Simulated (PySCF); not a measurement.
Computed properties of Si(SH)(SiH3) (H₄SSi₂), SMILES [SiH3][Si]S

Si(SH)(SiH3) (H4SSi2), SMILES [SiH3][Si]S (connectivity only; charge and spin as stated), neutral, multiplicity 1. Coordinates come from a B3LYP-D3(BJ)/def2-TZVP optimisation. One conformer was computed; it need not be the lowest. All values are computed for the isolated molecule unless a solvent is named; none is compared with measurement here.

**Structure.** The optimised structure has Cs symmetry. All 15 harmonic modes at B3LYP-D3(BJ)/def2-TZVP (PySCF) are real, so it is a minimum. With heavy atoms numbered as in [Si:1]([SH:2])[SiH3:4], the shortest bond between them is Si1–S2 at 2.131 Å and the longest Si1–Si4 at 2.410 Å.

**Vibrations.** The strongest infrared lines (harmonic, unscaled, degenerate partners summed) lie at 882 cm⁻¹ (256 km/mol, H 91 %, Si 9 %), 2193 cm⁻¹ (95 km/mol, H 96 %), 2203 cm⁻¹ (87 km/mol, H 96 %). The softest mode is at 60 cm⁻¹ and the zero-point energy is 21.8 kcal/mol.

**Electronic structure.** CAM-B3LYP/def2-TZVPD (PySCF) places the frontier levels at -7.74 and -1.68 eV, a gap of 6.06 eV, and gives a dipole moment of 0.91 D and a mean polarisability of 88.2 bohr³.

**Excitations.** TDDFT-PBE0/def2-SVPD (PySCF) has S1 at 2.45 eV (507 nm, f = 0.004, weak); the most intense of the 10 singlets computed lies at 6.26 eV (f = 0.29). T1 (TDA) is at 1.49 eV.

**NMR.** GIAO shifts at KT2/pcSseg-2 (PySCF) (non-relativistic, atoms alike by connectivity averaged): ¹H from 4.1 to 8.1 ppm against TMS; ²⁹Si from -83.8 to 599.0 ppm against TMS.
